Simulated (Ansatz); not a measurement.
`C[Si](C)(C)C#Cc1cnc(-c2cnc(-c3cnc(C#C[Si](C)(C)C)s3)s2)s1`. The state is a singlet with charge 0. Geometry r2SCAN-D4/def2-SVP; atoms count from 1.

```
atom   x (Å)   y (Å)   z (Å)
  C1  -1.860   5.057   7.316
 Si2  -3.478   4.304   6.731
  C3  -3.906   2.787   7.753
  C4  -4.865   5.568   6.808
  C5  -3.280   3.786   4.969
  C6  -3.162   3.453   3.790
  C7  -3.041   3.083   2.444
  C8  -3.794   3.510   1.350
  N9  -3.465   2.992   0.151
 C10  -2.456   2.148   0.246
 C11  -1.907   1.455  -0.890
 C12  -2.341   1.564  -2.209
 N13  -1.682   0.821  -3.118
 C14  -0.721   0.111  -2.561
 C15   0.140  -0.772  -3.303
 C16   0.085  -0.998  -4.678
 N17   0.985  -1.865  -5.180
 C18   1.769  -2.349  -4.236
 C19   2.811  -3.277  -4.422
 C20   3.722  -4.087  -4.580
Si21   5.076  -5.307  -4.899
 C22   6.258  -4.543  -6.141
 C23   5.947  -5.662  -3.275
 C24   4.295  -6.866  -5.595
 S25   1.413  -1.726  -2.619
 S26  -0.582   0.334  -0.820
 S27  -1.840   1.944   1.876
 H28  -1.588   5.937   6.712
 H29  -1.033   4.332   7.246
 H30  -1.940   5.379   8.368
 H31  -4.844   2.324   7.407
 H32  -4.033   3.057   8.814
 H33  -3.112   2.026   7.690
 H34  -4.634   6.452   6.193
 H35  -5.814   5.142   6.445
 H36  -5.022   5.908   7.845
 H37  -4.612   4.227   1.440
 H38  -3.169   2.213  -2.502
 H39  -0.642  -0.503  -5.325
 H40   7.079  -5.242  -6.374
 H41   6.703  -3.614  -5.752
 H42   5.741  -4.300  -7.084
 H43   5.253  -6.085  -2.531
 H44   6.763  -6.388  -3.426
 H45   6.385  -4.746  -2.846
 H46   5.068  -7.621  -5.815
 H47   3.580  -7.308  -4.883
 H48   3.752  -6.654  -6.530
```

Single mean-field runs in def2-TZVP are fitted with def2-universal-jkfit.

(1) Estimate the Mulliken populations of the heavy atoms from the PBE0/def2-TZVP orbitals of Ansatz.

(2) And the Mayer bond orders between heavy atoms (over 0.3)?

Results:

(1) 
```tsv
atom	charge (e)
C1	-0.48
Si2	0.33
C3	-0.48
C4	-0.48
C5	0.05
C6	0.03
C7	-0.22
C8	-0.11
N9	-0.21
C10	0.13
C11	0.02
C12	-0.11
N13	-0.20
C14	0.16
C15	-0.02
C16	-0.12
N17	-0.18
C18	-0.19
C19	-0.01
C20	0.12
Si21	0.33
C22	-0.48
C23	-0.48
C24	-0.48
S25	0.05
S26	0.01
S27	0.04
```
Mulliken values depend strongly on the basis.

(2) C1–Si2 1.01 (1.88 Å); Si2–C3 1.01 (1.88 Å); Si2–C4 1.01 (1.88 Å); Si2–C5 0.97 (1.85 Å); C5–C6 2.56 (1.23 Å); C6–C7 1.18 (1.40 Å); C7–C8 1.52 (1.39 Å); C7–S27 1.28 (1.75 Å); C8–N9 1.39 (1.35 Å); N9–C10 1.54 (1.32 Å); C10–C11 1.00 (1.44 Å); C10–S27 1.31 (1.75 Å); C11–C12 1.51 (1.39 Å); C11–S26 1.22 (1.74 Å); C12–N13 1.39 (1.35 Å); N13–C14 1.55 (1.32 Å); C14–C15 0.99 (1.44 Å); C14–S26 1.27 (1.76 Å); C15–C16 1.51 (1.39 Å); C15–S25 1.24 (1.73 Å); C16–N17 1.40 (1.35 Å); N17–C18 1.51 (1.32 Å); C18–C19 1.34 (1.41 Å); C18–S25 1.32 (1.77 Å); C19–C20 2.59 (1.23 Å); C20–Si21 0.95 (1.85 Å); Si21–C22 1.01 (1.88 Å); Si21–C23 1.01 (1.88 Å); Si21–C24 1.01 (1.88 Å).
